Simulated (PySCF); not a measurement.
BGeH5O2S, SMILES OB([S][GeH3])O.

The structure is a stationary point at PBE-D3(BJ)/def2-SVP. The structure was generated by enumeration, and PubChem lists no compound with its InChIKey, so it may never have been made. The values are those of a single conformer.

Computed with PBE-D3(BJ)/def2-SVP (PySCF).

Frequencies are harmonic and unscaled.

Computed harmonic wavenumbers and intensities:
| mode | ν (cm⁻¹) | IR (km/mol) | moving atoms (share of kinetic energy) |
|---|---|---|---|
| 1 | 48 | 0.5 | O 45 %, S 29 %, H 18 %, Ge 8 % |
| 2 | 102 | 1.9 | O 39 %, H 28 %, Ge 18 %, S 11 % |
| 3 | 153 | 1.4 | H 66 %, O 16 %, Ge 10 % |
| 4 | 284 | 0.9 | O 52 %, Ge 18 %, H 13 %, B 11 % |
| 5 | 389 | 2.2 | O 48 %, S 34 %, H 16 % |
| 6 | 428 | 35.8 | S 65 %, Ge 16 %, O 11 % |
| 7 | 462 | 18.3 | H 83 %, O 14 % |
| 8 | 526 | 131.5 | H 87 % |
| 9 | 546 | 2.5 | H 86 % |
| 10 | 555 | 2.6 | B 70 %, H 18 %, O 8 % |
| 11 | 565 | 69.6 | H 78 %, O 9 % |
| 12 | 625 | 19.2 | O 42 %, S 21 %, B 21 %, H 16 % |
| 13 | 812 | 230.8 | H 97 % |
| 14 | 847 | 31.0 | H 99 % |
| 15 | 851 | 36.5 | H 99 % |
| 16 | 966 | 226.1 | H 78 %, O 21 % |
| 17 | 983 | 45.3 | H 76 %, O 19 % |
| 18 | 1217 | 533.0 | B 54 %, O 32 %, H 13 % |
| 19 | 1444 | 184.7 | B 73 %, O 22 % |
| 20 | 2027 | 110.3 | H 99 % |
| 21 | 2090 | 84.8 | H 99 % |
| 22 | 2116 | 86.2 | H 99 % |
| 23 | 3715 | 82.0 | H 94 % |
| 24 | 3770 | 85.7 | H 94 % |
